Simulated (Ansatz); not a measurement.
C2H3B, SMILES `BC#C` (charge 0, multiplicity 1).

Cartesian coordinates (Å):
```xyz
6

B     -1.1232     0.1461    -0.3460
C      0.3642    -0.0477    -0.3541
C      1.5637    -0.2034    -0.3631
H     -1.8153    -0.5483    -1.0195
H     -1.6079     0.9939     0.3331
H      2.6185    -0.3406    -0.3714
```
Charge 0, multiplicity 1.

Frozen-core energies in 6-31g from Ansatz (an electronic-structure program) at a geometry from B3LYP-D3(BJ)/def2-TZVP; the HF reference has <S^2> = 0.00 and the T1 diagnostic is 0.014.

```
level  energy (Ha)
-----  -----------
HF      -102.05335
MP2     -102.27943
CCSD    -102.30181
```

Task: Estimate the energies of CCSD(T), CCSDT, CCSDT(Q) and CCSDTQ, and give each level's difference from CCSDTQ.

Result: 
| level | energy (Ha) | difference from CCSDTQ (mHa) |
|---|---|---|
| MP2 | -102.27943 | 32.19 |
| CCSD | -102.30181 | 9.80 |
| CCSD(T) | -102.31023 | 1.38 |
| CCSDT | -102.31062 | 0.99 |
| CCSDT(Q) | -102.31169 | -0.08 |
| CCSDTQ | -102.31161 | 0.00 |
